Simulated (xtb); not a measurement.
C₅H₁₅O₂Si, charge +1, singlet, from a rough starting geometry; GFN2-xTB run with xtb 6.7.1.

xtb was given this input:
```
$ xtb mol.xyz --gfn 2 --chrg 1 --opt vtight --json

# file mol.xyz
23

C      3.02124097     1.87601043     0.58160822
C      2.68130190     0.54901554    -0.21411005
O      1.32756829     0.39010507    -0.24099447
Si     0.31755104    -0.77853982    -0.69898090
C      0.33188654    -2.35913226     0.41231999
O     -1.10569950     0.18741537    -0.15641869
C     -2.43421003    -0.10333542    -0.65820038
C     -3.46729555     0.42929197     0.39999907
H      4.15224600     2.00315829     0.53651043
H      2.60855564     2.76195047     0.02403822
H      2.70127037     1.83665536     1.57642771
H      3.10178275     0.62471536    -1.18985289
H      3.18768647    -0.26947737     0.33483419
H      0.13923380    -0.85772052    -2.14901280
H     -0.61075286    -2.95705732     0.19766597
H      0.31795708    -2.14567067     1.44403397
H      1.16287899    -3.03129197     0.16039179
H     -0.95613583     1.05781230     0.10791018
H     -2.58490904     0.51883066    -1.57764592
H     -2.53013165    -1.11038780    -0.83198934
H     -4.46924798     0.26662211    -0.00514052
H     -3.33088154     1.49997916     0.63763553
H     -3.35778922    -0.15250758     1.30786103
```

**Question.** What does xtb print? Leave out banner, timings and long lists.

**Answer.** 
```
   ID    Z sym.   atoms
    1    6 C      1, 2, 5, 7, 8
    2    8 O      3, 6
    3   14 Si     4
    4    1 H      9-23

           -------------------------------------------------
          |                Calculation Setup                |
           -------------------------------------------------

           -------------------------------------------------
          |                 G F N 2 - x T B                 |
           -------------------------------------------------

          ...................................................
          :                      SETUP                      :
          :.................................................:
          :  # basis functions                  53          :
          :  # atomic orbitals                  52          :
          :  # shells                           32          :
          :  # electrons                        50          :
          :  max. iterations                   250          :
          :  Hamiltonian                  GFN2-xTB          :
          :  restarted?                      false          :
          :  GBSA solvation                  false          :
          :  PC potential                    false          :
          :  electronic temp.          300.0000000     K    :
          :  accuracy                    1.0000000          :
          :  -> integral cutoff          0.2500000E+02      :
          :  -> integral neglect         0.1000000E-07      :
          :  -> SCF convergence          0.1000000E-05 Eh   :
          :  -> wf. convergence          0.1000000E-03 e    :
          :  Broyden damping             0.4000000          :
          :  net charge                          1          :
          :  unpaired electrons                  0          :
          ...................................................

 iter      E             dE          RMSdq      gap      omega  full diag
   1    -28.0435285 -0.280435E+02  0.639E+00    6.97       0.0  T
   2    -28.1559130 -0.112384E+00  0.509E+00    5.22       1.0  T
   3    -28.1632048 -0.729178E-02  0.309E+00    5.75       1.0  T
   4    -28.1561356  0.706925E-02  0.143E+00    4.71       1.0  T
   5    -28.1697340 -0.135984E-01  0.448E-01    5.54       1.0  T
   6    -28.1710143 -0.128035E-02  0.249E-01    5.37       1.0  T
   7    -28.1710591 -0.447826E-04  0.112E-01    5.39       1.0  T
   8    -28.1711030 -0.438905E-04  0.264E-02    5.43       1.0  T
   9    -28.1711030 -0.184787E-07  0.165E-02    5.41       1.3  T
  10    -28.1711054 -0.234422E-05  0.720E-03    5.42       2.9  T
  11    -28.1711057 -0.368304E-06  0.190E-03    5.42      11.0  T
  12    -28.1711057 -0.131241E-07  0.108E-03    5.42      19.3  T
  13    -28.1711058 -0.131337E-07  0.170E-04    5.42     122.6  T
  14    -28.1711058 -0.438511E-10  0.762E-05    5.42     273.6  T

   *** convergence criteria satisfied after 14 iterations ***

         :::::::::::::::::::::::::::::::::::::::::::::::::::::
         ::                     SUMMARY                     ::
         :::::::::::::::::::::::::::::::::::::::::::::::::::::
         :: total energy             -27.852152479574 Eh    ::
         :: gradient norm              0.176739291030 Eh/a0 ::
         :: HOMO-LUMO gap              5.420388277206 eV    ::
         ::.................................................::
         :: SCC energy               -28.171044580636 Eh    ::
         :: -> isotropic ES            0.112500021397 Eh    ::
         :: -> anisotropic ES          0.000592071284 Eh    ::
         :: -> anisotropic XC          0.001561467554 Eh    ::
         :: -> dispersion             -0.012343627241 Eh    ::
         :: repulsion energy           0.318892101062 Eh    ::
         :: add. restraining           0.000000000000 Eh    ::
         :: total charge               1.000000000000 e     ::
         :::::::::::::::::::::::::::::::::::::::::::::::::::::

      -----------------------------------------------------------
[...]
 * total energy  :   -27.8737437 Eh     change       -0.6486612E-05 Eh
 * total energy  :   -27.8737485 Eh     change       -0.4765795E-05 Eh
 * total energy  :   -27.8737510 Eh     change       -0.2505737E-05 Eh
 * total energy  :   -27.8737534 Eh     change       -0.2393497E-05 Eh
 * total energy  :   -27.8737553 Eh     change       -0.1925698E-05 Eh
 * total energy  :   -27.8737559 Eh     change       -0.6486113E-06 Eh
 * total energy  :   -27.8737564 Eh     change       -0.4674068E-06 Eh
 * total energy  :   -27.8737566 Eh     change       -0.2499908E-06 Eh
 * total energy  :   -27.8737569 Eh     change       -0.2987912E-06 Eh
 * total energy  :   -27.8737572 Eh     change       -0.2540837E-06 Eh
 * total energy  :   -27.8737573 Eh     change       -0.1122233E-06 Eh
 * total energy  :   -27.8737574 Eh     change       -0.9449380E-07 Eh
   *** GEOMETRY OPTIMIZATION CONVERGED AFTER 26 ITERATIONS ***
         :: total energy             -27.873757403417 Eh    ::
[...]
     6   8 O        2.408    -0.274    18.505     5.810
     7   6 C        3.680     0.048    19.971     6.400
     8   6 C        3.751    -0.138    23.220     6.872
     9   1 H        0.925     0.076     2.019     2.222
    10   1 H        0.925     0.068     2.106     2.270
    11   1 H        0.925     0.068     2.106     2.269
    12   1 H        0.924     0.058     2.226     2.333
    13   1 H        0.924     0.053     2.281     2.362
    14   1 H        0.921     0.002     3.026     2.721
    15   1 H        0.925     0.081     1.966     2.193
    16   1 H        0.924     0.102     1.768     2.079
    17   1 H        0.925     0.085     1.929     2.172
    18   1 H        0.804     0.362     0.562     1.178
    19   1 H        0.924     0.080     1.983     2.202
    20   1 H        0.925     0.084     1.936     2.176
    21   1 H        0.925     0.093     1.847     2.125
    22   1 H        0.925     0.072     2.061     2.245
    23   1 H        0.925     0.079     1.990     2.206

 Mol. C6AA /au·bohr⁶  :       3973.727015
 Mol. C8AA /au·bohr⁸  :     104162.540867
 Mol. α(0) /au        :         98.736216

Wiberg/Mayer (AO) data.
largest (>0.10) Wiberg bond orders for each atom

 ---------------------------------------------------------------------------
     #   Z sym  total        # sym  WBO       # sym  WBO       # sym  WBO
 ---------------------------------------------------------------------------
     1   6 C    3.985 --     2 C    1.019    10 H    0.983    11 H    0.983
                             9 H    0.976
     2   6 C    3.906 --     1 C    1.019    13 H    0.976    12 H    0.974
                             3 O    0.925
     3   8 O    2.396 --     4 Si   1.322     2 C    0.925
     4  14 Si   3.892 --     3 O    1.322     5 C    0.974    14 H    0.874
                             6 O    0.610
     5   6 C    3.987 --     4 Si   0.974    15 H    0.970    17 H    0.968
                            16 H    0.948
     6   8 O    2.458 --     7 C    0.889    18 H    0.841     4 Si   0.610
     7   6 C    3.873 --     8 C    1.024    20 H    0.975    19 H    0.970
                             6 O    0.889
     8   6 C    3.978 --     7 C    1.024    23 H    0.981    22 H    0.980
                            21 H    0.970
     9   1 H    0.993 --     1 C    0.976
    10   1 H    0.995 --     1 C    0.983
    11   1 H    0.995 --     1 C    0.983
    12   1 H    0.996 --     2 C    0.974
    13   1 H    0.997 --     2 C    0.976
    14   1 H    1.000 --     4 Si   0.874
    15   1 H    0.993 --     5 C    0.970
    16   1 H    0.990 --     5 C    0.948
    17   1 H    0.993 --     5 C    0.968
    18   1 H    0.869 --     6 O    0.841
    19   1 H    0.994 --     7 C    0.970
    20   1 H    0.993 --     7 C    0.975
    21   1 H    0.991 --     8 C    0.970
    22   1 H    0.995 --     8 C    0.980
    23   1 H    0.994 --     8 C    0.981
 ---------------------------------------------------------------------------

Topologies differ in total number of bonds
Writing topology from bond orders to xtbtopo.mol

molecular dipole:
                 x           y           z       tot (Debye)
 q only:       -0.747      -0.263      -0.549
   full:       -0.803      -0.149      -0.535       2.482
molecular quadrupole (traceless):
                xx          xy          yy          xz          yz          zz
 q only:       13.812       0.800      -3.678       1.214       1.808     -10.134
  q+dip:        9.579      -0.452      -2.215       1.406      -0.178      -7.364
   full:       13.585      -0.949      -3.314       1.221       0.738     -10.271

optimized geometry written to: xtbopt.xyz

           -------------------------------------------------
          | TOTAL ENERGY              -27.873757403417 Eh   |
          | GRADIENT NORM               0.000063619539 Eh/α |
          | HOMO-LUMO GAP               5.637289609050 eV   |
           -------------------------------------------------
```
